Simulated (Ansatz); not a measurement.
Computed with Ansatz on PBE0-D4/def2-TZVP structures; ΔE is electronic, products minus reactants. CCSD(T)/CBS adds triple-zeta CCSD(T) − MP2 to the extrapolated MP2 energy (def2 sets, frozen cores). This one scheme is used for every species. DFT in def2-TZVPP. One conformer a species, not always the lowest.

Consider the hydrogenolysis of a C–Si bond: `[SiH3]/C=C\[SiH2]Cl` + H₂ → `C=C[SiH2]Cl` + SiH₄.

```csv
level,ΔE (kJ/mol)
B2PLYP,-41.2
CCSD(T)/def2-TZVPP,-35.6
```

Question: What does CCSD(T)/CBS give? (Estimate.)

Answer: Computed: -31.7 kJ/mol. The listed levels differ from it by -9.5, -3.9 kJ/mol.

Largest T1 diagnostic among the species: 0.011.

The D4 term adds +16.0 kJ/mol with B3LYP and +8.9 kJ/mol with PBE0; it sums over pairs of atoms, weighted by their polarisabilities, and B3LYP, whose exchange is more repulsive, gets the larger term. In def2-TZVPP, CCSD(T) changes the Hartree–Fock value by +29.3 kJ/mol (the triples alone add +5.9 kJ/mol) and MP2 by +35.6 kJ/mol. From PBE to PBE0 (25 % exact exchange), in def2-TZVPP and without D4, ΔE moves by −4.0 kJ/mol.

B3LYP here is the variant with VWN-RPA as its local correlation; programs differ in this.
